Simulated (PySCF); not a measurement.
# From computed data to an observable: entropy of an ideal gas

CuI, SMILES [Cu][I], multiplicity 1.

Geometry optimised at PBE0-D3(BJ)/def2-TZVP. The spin state was assumed, not searched. The def2 effective core potentials stand for the cores of I; spin–orbit coupling is left out.

PBE0-D3(BJ)/def2-TZVP run with PySCF gives the harmonic wavenumbers 254 cm⁻¹ and the rotational temperature 0.1015 K. The molar mass is 190.45 g/mol, the symmetry number 1, the spin multiplicity 1.

Q: Work out the entropy at 298.15 K and 1 atm in the rigid-rotor, harmonic-oscillator model.

A: 
Translation (Sackur–Tetrode at 1 atm): S = R[1.5 ln M + 2.5 ln T − 1.16487] = 174.2 J/(mol K).
Rotation: q = T/(σ θ) = 2940, S = R[ln q + 1] = 74.7 J/(mol K).
Vibration: with u = 1.4388 ν/T, each mode gives R[u/(e^u − 1) − ln(1 − e^−u)]:
```
ν (cm⁻¹)  modes     u  S (J/(mol K))
--------  -----  ----  -------------
254           1  1.23           7.12
```
These are all the modes. Sum 7.1 J/(mol K).
Spin: R ln 1 = 0.0 J/(mol K).
Total 256.0 J/(mol K); the program's own thermochemistry gives 256.1. Translation makes up 68 % and vibration 3 %. Anharmonicity, hindered rotation and orbital degeneracy are left out.
